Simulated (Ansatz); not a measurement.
Species: H4GeS4, SMILES `[SH][Ge]([SH])([SH])[SH]` (charge 0, multiplicity 1).

### Question
Give a relaxed geometry from Ansatz (a first-principles code) with PBE-D3(BJ)/def2-TZVP.

### Answer
One answer among several that fit: the end point of this relaxation, one of several conformers (outside a Z-matrix the atoms follow the SMILES, hydrogens last).
Z-matrix (Å, degrees):
```
Ge
S 1 2.2374
H 2 1.3558 1 92.94
S 1 2.2374 2 106.60 3 -51.07
H 4 1.3558 1 92.94 2 174.43
S 1 2.2375 2 106.61 3 -174.82
H 6 1.3559 1 92.96 2 51.69
S 1 2.2375 2 115.37 3 67.06
H 8 1.3559 1 92.93 2 66.83
```
